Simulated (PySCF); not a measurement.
silene (CH₄Si), SMILES C=[SiH2].

The structure is a stationary point at B3LYP-D3(BJ)/def2-TZVP.

Method: HF/def2-TZVPD (PySCF).

Symmetry labels are those of the subgroup C2v that the program uses (full group C2v).

Problem. List the valence orbital energies around the gap with their symmetry. (An estimate is asked for; the answer gives what the named calculation found.)

Solution. 
| orbital | symmetry | energy (eV) |
|---|---|---|
| HOMO−7 | B2 | -115.21 |
| HOMO−6 | A1 | -115.21 |
| HOMO−5 | A1 | -24.76 |
| HOMO−4 | A1 | -18.60 |
| HOMO−3 | B2 | -15.66 |
| HOMO−2 | A1 | -13.64 |
| HOMO−1 | B2 | -13.52 |
| HOMO | B1 | -8.57 |
| LUMO | B1 | 1.77 |
| LUMO+1 | A1 | 1.98 |
| LUMO+2 | A1 | 2.26 |
| LUMO+3 | A1 | 3.17 |
